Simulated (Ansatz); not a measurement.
Harmonic frequencies (cm⁻¹) at PBE0-D4/def2-TZVP from Ansatz: 43, 54, 66, 90, 110, 170, 176, 185, 212, 230, 246, 293, 440, 541, 651, 722, 725, 728, 1178, 1179, 1226, 1476, 1489, 1490, 2084, 3024, 3097, 3101, 3451, 4001.

Each molecule was computed in one conformer, which needn't be the lowest.

Task: Which molecule is it?
A. `[OH][Zr]([OH])([OH])[SH]`
B. `[NH2][Zr]([NH2])([F])[F]`
C. `C#[C][Zr]([OH])([F])[O]C`
D. `C[S][Zr]([F])([F])[Cl]`

Result: C.
